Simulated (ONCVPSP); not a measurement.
**u(r) = r·R(r): atom against pseudo-atom (Tl)**

Columns: radius, all-electron u(r) and pseudo u(r) of the 5d shell (level -15.49 eV) of thallium in the configuration [Xe] 4f14 5d10 6s2 6p1; PBE, scalar-relativistic, ONCV scheme, ONCVPSP 4.0.1.

```json
{"r (bohr)": "0.128", "all-electron": "0.2727", "pseudo": "0.0067"}
{"r (bohr)": "0.255", "all-electron": "-0.3285", "pseudo": "0.0497"}
{"r (bohr)": "0.382", "all-electron": "-0.4291", "pseudo": "0.1501"}
{"r (bohr)": "0.510", "all-electron": "-0.0826", "pseudo": "0.3077"}
{"r (bohr)": "0.638", "all-electron": "0.3318", "pseudo": "0.4981"}
{"r (bohr)": "0.765", "all-electron": "0.6477", "pseudo": "0.6840"}
{"r (bohr)": "0.893", "all-electron": "0.8412", "pseudo": "0.8338"}
{"r (bohr)": "1.020", "all-electron": "0.9291", "pseudo": "0.9238"}
{"r (bohr)": "1.148", "all-electron": "0.9438", "pseudo": "0.9514"}
{"r (bohr)": "1.275", "all-electron": "0.9123", "pseudo": "0.9264"}
{"r (bohr)": "1.402", "all-electron": "0.8548", "pseudo": "0.8669"}
{"r (bohr)": "1.530", "all-electron": "0.7840", "pseudo": "0.7905"}
{"r (bohr)": "1.658", "all-electron": "0.7091", "pseudo": "0.7111"}
{"r (bohr)": "1.785", "all-electron": "0.6356", "pseudo": "0.6358"}
{"r (bohr)": "1.912", "all-electron": "0.5658", "pseudo": "0.5657"}
{"r (bohr)": "2.040", "all-electron": "0.5006", "pseudo": "0.5006"}
{"r (bohr)": "2.168", "all-electron": "0.4414", "pseudo": "0.4413"}
{"r (bohr)": "2.295", "all-electron": "0.3884", "pseudo": "0.3884"}
{"r (bohr)": "2.422", "all-electron": "0.3412", "pseudo": "0.3411"}
{"r (bohr)": "2.550", "all-electron": "0.2989", "pseudo": "0.2988"}
{"r (bohr)": "2.678", "all-electron": "0.2615", "pseudo": "0.2614"}
{"r (bohr)": "2.805", "all-electron": "0.2288", "pseudo": "0.2287"}
{"r (bohr)": "2.932", "all-electron": "0.2000", "pseudo": "0.2000"}
{"r (bohr)": "3.060", "all-electron": "0.1746", "pseudo": "0.1746"}
{"r (bohr)": "3.188", "all-electron": "0.1523", "pseudo": "0.1523"}
{"r (bohr)": "3.315", "all-electron": "0.1330", "pseudo": "0.1330"}
```

How many radial nodes do the two functions have?

The all-electron 5d function has n − l − 1 = 2; the pseudo-wave has 0, since the states of the same l below it are removed with the core.

At about which radius was the pseudo-wave matched?

2.05 bohr. The columns agree to 0.0005 from 1.78 bohr on; several derivatives are matched, so the curves merge somewhat inside the radius.

Is the pseudo-wave norm-conserving?

Yes: the ONCV scheme keeps the norm inside the radius equal to the all-electron one, which fixes the energy derivative of the logarithmic derivative at the level.
